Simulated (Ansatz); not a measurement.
CH$_{6}$NPSi (`C[SiH]1NP1`) at its PBE0-D4/def2-TZVP geometry, where that method's forces vanish. Charge 0, multiplicity 1.

```xyz
10

C    -1.1118    0.6729    0.8117
Si    0.5605    0.0122    0.3575
N     0.9439   -0.0312   -1.3194
P     0.9698   -1.7604   -0.8473
H    -1.0937    1.7656    0.8466
H    -1.8504    0.3593    0.0723
H    -1.4188    0.3069    1.7942
H     1.6256    0.4177    1.3085
H     1.7508    0.3249   -1.8062
H    -0.3758   -2.0679   -1.2179
```

(1) What forces (eV/Å) does r2SCAN-D4/def2-TZVPP give on these atoms in Ansatz 0.2.0? (An estimate is asked.)

## Answers

(1) The calculation gave: 
```
C1   0.001  0.004 -0.007
Si2  0.010  0.029  0.107
N3  -0.060  0.209 -0.098
P4   0.075 -0.236  0.009
H5  -0.018 -0.016  0.006
H6   0.005  0.012  0.023
H7  -0.007  0.020 -0.023
H8  -0.012 -0.001 -0.008
H9   0.044 -0.014 -0.008
H10 -0.037 -0.007 -0.002
```
